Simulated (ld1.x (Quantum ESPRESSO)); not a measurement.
# Transferability test, PAW potential for In (Z = 49)

```json
{
 "Element": "In",
 "Generator": "ld1.x (Quantum ESPRESSO) 7.5",
 "Type": "PAW",
 "Functional": "PBE",
 "Relativity": "scalar-relativistic",
 "Frozen core": "[Kr] 4d10",
 "Valence charge": "3",
 "Reference configuration": "5s2 5p1",
 "Partial waves": "5s (bound): rcut 2.00, rcutus 2.70 bohr; 5s channel at 0.1 Ry: rcut 2.00, rcutus 2.70 bohr; 5p (bound): rcut 1.60, rcutus 2.10 bohr; 5p channel at 2.5 Ry: rcut 1.60, rcutus 2.10 bohr; 5d channel at 0.1 Ry: rcut 2.25, rcutus 2.75 bohr",
 "Local potential": "all-electron potential smoothed inside 2.45 bohr (lloc = -1)",
 "Core correction": "a·sin(br)/r model core, default radius (ld1.x builds one for every PAW set, though the input has nlcc=.false.)",
 "Augmentation charge": "PSQ, inside the norm-conserving radii"
}
```

Energies are relative to the spin-unpolarised reference configuration 5s2 5p1; without spin polarisation the order of configurations can differ from experiment. Not all tests gave a result: test run stopped at test 5 of 7 (negative rho).

(1) Give the all-electron excitation energy and the error of the potential for: 5s2 5p0; 5s1 5p0; 5s2 5p0.5; 5s1 5p2.

Answers

(1)

```csv
valence configuration,charge,ΔE all-electron (eV),error AE − PS (meV)
5s2 5p0,+1,5.363,+29
5s1 5p0,+2,24.598,-172
5s2 5p0.5,+0.5,1.940,+5.7
5s1 5p2,0,5.841,-9.3
```
